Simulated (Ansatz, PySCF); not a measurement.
The PySCF input:
```python
from pyscf import gto, scf, dft

mol = gto.M(
    atom='''
Sn    0.000000   -0.000000   -0.000000
H    -1.092443    1.126904   -0.470603
H     0.231785   -1.076256   -1.213574
H    -0.560183   -0.783687    1.325459
H     1.420841    0.733038    0.358718
''',
    basis='def2-svpd',
    ecp={'Sn': 'def2-svpd'},
    charge=0,
    spin=0,
    verbose=4,
)

mf = dft.RKS(mol)
mf.xc = 'pbe'
mf.grids.atom_grid = (99, 590)
mf.grids.prune = None
mf.kernel()
```

**Question.** Write the same job for Ansatz (a program for electronic structure).

**Answer.** One answer among several that fit: 
Ansatz 0.2 input:
```yaml
crystal:
  periodic: [false, false, false]
  atoms:
    - {symbol: Sn, position_ang: [0.00000000, -0.00000000, -0.00000000]}
    - {symbol: H, position_ang: [-1.09244291, 1.12690418, -0.47060308]}
    - {symbol: H, position_ang: [0.23178506, -1.07625557, -1.21357383]}
    - {symbol: H, position_ang: [-0.56018288, -0.78368680, 1.32545915]}
    - {symbol: H, position_ang: [1.42084073, 0.73303819, 0.35871776]}
basis:
  gaussian:
    orbitals: def2-SVPD
hamiltonian:
  xc: pbe
accuracy: high
```

Both were run: PySCF gave -216.629416 Eh and Ansatz -216.629416 Eh, 0.000 mEh apart.
